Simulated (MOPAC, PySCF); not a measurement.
Br$_{3}$FSi, SMILES `F[Si](Br)(Br)Br`, neutral singlet in the gas phase. 

Cartesian coordinates (Å):
```xyz
5

F     -0.1002    -0.0250     1.6846
Si    -0.0053    -0.0013     0.0884
Br    -0.1671     2.0938    -0.5721
Br    -1.6662    -1.2076    -0.7102
Br     1.9388    -0.8599    -0.4907
```
Charge 0, multiplicity 1.

All levels are single points at this geometry (PBE-D3(BJ)/def2-TZVP); Pople sets use spherical d functions. Orbital energies aren't observables, and empty levels follow the basis.

HF/3-21G in PySCF gives gap (eV) = 13.60.

### Question
Estimate the gap (eV) from each of these levels: PBE-D3(BJ)/def2-TZVP in PySCF; BP86/6-31G* in PySCF; HF/6-31G* in PySCF; HF/STO-3G in PySCF; AM1 in MOPAC.

### Answer

| level | gap (eV) |
|---|---|
| PBE-D3(BJ)/def2-TZVP in PySCF | 5.14 |
| BP86/6-31G* in PySCF | 4.99 |
| HF/6-31G* in PySCF | 13.84 |
| HF/STO-3G in PySCF | 15.20 |
| AM1 in MOPAC | 9.35 |
